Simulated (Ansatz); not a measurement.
Cost and result up the ladder for (HGaPH)3 ring (Ga3P3H6) (12 atoms). The state is a singlet with charge 0. Geometry: PBE0-D4/def2-SVP.

| atom | x (Å) | y (Å) | z (Å) |
| --- | --- | --- | --- |
| Ga1 | -1.456 | -0.278 | -1.322 |
| H2 | -1.907 | 0.850 | -2.319 |
| P3 | -2.431 | -0.250 | 0.777 |
| Ga4 | -0.569 | 0.922 | 1.554 |
| H5 | -0.386 | 1.163 | 3.094 |
| P6 | 0.956 | 1.818 | 0.069 |
| Ga7 | 1.732 | -0.201 | -0.740 |
| H8 | 3.229 | -0.608 | -0.508 |
| P9 | 0.332 | -1.591 | -1.985 |
| H10 | -1.838 | -1.452 | 1.289 |
| H11 | 2.012 | 2.137 | 0.973 |
| H12 | 0.327 | -2.509 | -0.883 |

Ansatz on 4 threads of Intel Xeon on a shared host. Times are rough, and most runs start from the orbitals of an earlier one. PBE0-D4/def2-TZVPD serves as the yardstick here, not as an exact answer. Differences are given only for rows in sets of like size (and for xTB, whose basis is part of the method), since another set adds its own error. Binding counts from free atoms at the same level (Ga doublet, H doublet, P quartet; other spins of the atoms weren't run), without zero-point energy or a counterpoise term.

B3LYP takes the VWN-RPA correlation. Correlated methods freeze 42 core orbitals; core or outer-core shells of Ga are correlated, in sets that lack core-valence functions. The rows differ in basis, and correlated rows in double-zeta sets carry the largest basis error.

Correlated methods converge slowly with the basis, most of all in double-zeta sets.

| level | functions | wall time |
| --- | --- | --- |
| PBE-D4/def2-SVP | 180 | 2.6 s |
| PBE-D4/def2-TZVP | 291 | 5 s |
| PBE0-D4/def2-SVP | 180 | 6 s |
| PBE-D4/def2-TZVPD | 345 | 8 s |
| r2SCAN-D4/def2-TZVP | 291 | 11 s |
| MP2/def2-TZVP | 291 | 14 s |
| B3LYP-D4/def2-TZVP | 291 | 14 s |
| BHLYP-D4/def2-TZVP | 291 | 16 s |
| r2SCANh-D4/def2-TZVP | 291 | 17 s |
| PBE0-D4/def2-TZVPD | 345 | 18 s |
| PBE0-D4/def2-TZVP (with forces) | 291 | 20 s |
| BHLYP-D4/def2-TZVPD | 345 | 28 s |
| CCSD(T)/def2-SVP | 180 | 65 s |

**Question.** Estimate what each level gives for the binding energy per atom (eV).

**Answer.** 
```json
{"level": "PBE-D4/def2-SVP", "binding energy per atom (eV)": "2.63", "difference from PBE0-D4/def2-TZVPD (eV)": "–"}
{"level": "PBE-D4/def2-TZVP", "binding energy per atom (eV)": "2.64", "difference from PBE0-D4/def2-TZVPD (eV)": "0.02"}
{"level": "PBE0-D4/def2-SVP", "binding energy per atom (eV)": "2.60", "difference from PBE0-D4/def2-TZVPD (eV)": "–"}
{"level": "PBE-D4/def2-TZVPD", "binding energy per atom (eV)": "2.64", "difference from PBE0-D4/def2-TZVPD (eV)": "0.02"}
{"level": "r2SCAN-D4/def2-TZVP", "binding energy per atom (eV)": "2.64", "difference from PBE0-D4/def2-TZVPD (eV)": "0.02"}
{"level": "MP2/def2-TZVP", "binding energy per atom (eV)": "2.50", "difference from PBE0-D4/def2-TZVPD (eV)": "-0.12"}
{"level": "B3LYP-D4/def2-TZVP", "binding energy per atom (eV)": "2.59", "difference from PBE0-D4/def2-TZVPD (eV)": "-0.03"}
{"level": "BHLYP-D4/def2-TZVP", "binding energy per atom (eV)": "2.56", "difference from PBE0-D4/def2-TZVPD (eV)": "-0.06"}
{"level": "r2SCANh-D4/def2-TZVP", "binding energy per atom (eV)": "2.63", "difference from PBE0-D4/def2-TZVPD (eV)": "0.01"}
{"level": "PBE0-D4/def2-TZVPD", "binding energy per atom (eV)": "2.62", "difference from PBE0-D4/def2-TZVPD (eV)": "0.00"}
{"level": "PBE0-D4/def2-TZVP (with forces)", "binding energy per atom (eV)": "2.62", "difference from PBE0-D4/def2-TZVPD (eV)": "0.00"}
{"level": "BHLYP-D4/def2-TZVPD", "binding energy per atom (eV)": "2.56", "difference from PBE0-D4/def2-TZVPD (eV)": "-0.06"}
{"level": "CCSD(T)/def2-SVP", "binding energy per atom (eV)": "2.36", "difference from PBE0-D4/def2-TZVPD (eV)": "–"}
```
